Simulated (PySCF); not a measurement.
Pb(Cl)3, SMILES [Cl][Pb-]([Cl])[Cl] (Cl3Pb (anion, charge -1)), CAM-B3LYP/def2-SVP optimised geometry.

```
4

Pb    -1.07    -1.27     0.00
Cl     1.51    -1.27     0.00
Cl    -1.51     1.27     0.00
Cl    -1.53    -1.82    -2.49
```

Density from PySCF with CAM-B3LYP/def2-TZVPD, def2 effective core potentials past Kr at that geometry. The core electrons that the potentials of Pb replace are not part of the density.

Minimum of the electron density along straight lines between bonded atoms, close to the bond critical point (lines longer than 1.1 times the sum of covalent radii, or with two minima, are not listed):

```json
[
 {"bond": "Pb1–Cl2", "length / Å": "2.585", "ρ at the minimum / e bohr⁻³": "0.060", "∇²ρ there / e bohr⁻⁵": "0.13", "position (fraction from the first atom)": "0.49"},
 {"bond": "Pb1–Cl3", "length / Å": "2.585", "ρ at the minimum / e bohr⁻³": "0.060", "∇²ρ there / e bohr⁻⁵": "0.13", "position (fraction from the first atom)": "0.49"},
 {"bond": "Pb1–Cl4", "length / Å": "2.586", "ρ at the minimum / e bohr⁻³": "0.060", "∇²ρ there / e bohr⁻⁵": "0.13", "position (fraction from the first atom)": "0.49"}
]
```
